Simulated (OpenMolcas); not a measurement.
**Ru5+: ligand-field states by method**

Ru5+ with its 6 nearest fluoride ions at 1.85 Å, on the Ge site of Cs2GeF6 (a = 9.021 Å, distance in the model lattice 1.804 Å). The rest of the host is ab initio model potentials to 7.6 Å and point charges beyond; the distance is set by hand and nothing relaxes, and no local charge compensation is placed. Ligand basis ANO-RCC-VDZP.

- Program: OpenMolcas
- Basis: ANO-RCC-VTZP [7s6p4d2f1g]
- Scalar Hamiltonian: DKH2, point nucleus
- Active space: 3 electrons in 5 orbitals (4d)
- State averaging: 2S+1 = 4 even, 10 roots; 2S+1 = 2 even, 40 roots
- Spin-orbit coupling: RASSI with atomic mean-field integrals over the reference wave functions

I. CASSCF
II. SS-CASPT2, IPEA 0.25 Eh, imaginary shift 0.1 Eh (closed shells correlated: 4s 4p and the ligand valence shells)

Spin-free states (labels of O, the rotations of Oh) in cm-1, each column counted from its own energy of the first state listed:

```tsv
State	Degeneracy	I	II
4A2	1	0	0
2E	2	14108	9340
2T1	3	15326	8630
2T2	3	23205	15380
4T2	3	37301	38870
4T1	3	45868	44700
2A1	1	48339	43620
2S+1 = 2	3	50010	46080
2S+1 = 2	3	50772	46660
2E	2	52667	46890
```

From I to II, I's first state of the same spin (4T2) moves from 37301 to 38870 cm-1, by about +1600 cm-1.

From I to II, I's first state of another spin (2E) moves from 14108 to 9340 cm-1, by about -4800 cm-1. In II another state of that kind comes below it.

χT at 300 K: I 1.79, II 1.78 cm3 K/mol.

Roots that are degenerate in the reference are averaged as groups; the widest CASPT2 spread within a group is 270 cm-1 (the 2-fold group of multiplicity 2 near 46900 cm-1 above the lowest state of its run, II). Shifts and gaps below about the spread of the groups concerned are not significant. Over all roots computed the reference weight is 0.65 to 0.67 in II; a low but even weight reflects the number of correlated electrons. The least metal-like active orbital is 68 % on the metal (Löwdin) and no ligand orbital is active, so the numbers are rough. Ligand-to-metal charge-transfer states are missing. With no ligand orbital active B as a rule stays too high, so bands that hang on it stand too high and its fall with covalency is understated. Without dynamic correlation the repulsion within the d shell is too large (B by tens of per cent), so at a given field states of lower spin stand too high (holds for I). With metal d orbitals alone the field can be off either way by tens of per cent (holds for I). With one d shell and no ligand orbital active, 10Dq can be off by a tenth or more (holds for II). No measured value stands beside these numbers; the geometry was set by hand and not optimised.
